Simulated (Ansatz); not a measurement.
**Ligand exchange: SiH3(SH) + AuSH → SiH2(SH)2 + AuH**

Gas-phase species: SiH3(SH) (sulfanylsilane), singlet; AuSH `[SH][Au]`, singlet; SiH2(SH)2, singlet; AuH, singlet. The partners trade H for SH: Si–H and Au–SH bonds give way to Si–SH and Au–H.

Shapes, held fixed at every level: PBE0-D4/def2-TZVP. Flexible molecules stand in one conformer, not always the lowest. Programs: Ansatz 0.2.0. The zero-point and thermal change to 298 K, harmonic and unscaled (PBE0-D4/def2-TZVP), is -1.4 kJ/mol.

Estimate ΔH(298 K) of this reaction.

The highest level, CCSD(T)/def2-TZVPP, gives ΔH(298 K) = -33.7 kJ/mol; the levels span -44.5 to -6.2. The column of differences is taken from that level and isn't an error. No measured value is set beside it here. For atoms past krypton def2 sets carry core potentials with scalar relativity. Outer-core shells of Au are correlated, in sets that cover them unevenly.

| level | kind | ΔH(298 K) (kJ/mol) | less CCSD(T)/def2-TZVPP |
| --- | --- | --- | --- |
| HF/def2-SVP | Hartree–Fock | -6.2 | +27.5 |
| HF/def2-TZVPP | Hartree–Fock | -7.5 | +26.2 |
| SPW92/def2-TZVPP | LDA | -44.5 | -10.8 |
| PBE0-D4/def2-TZVPP | global hybrid | -34.6 | -0.9 |
| wB97X-V/def2-TZVPP | range-separated hybrid | -26.9 | +6.8 |
| MP2/def2-TZVPP | perturbation theory | -36.5 | -2.8 |
| CCSD/def2-SVP | coupled cluster or CI | -34.3 | -0.6 |
| CCSD(T)/def2-TZVPP | coupled cluster or CI | -33.7 | 0.0 |
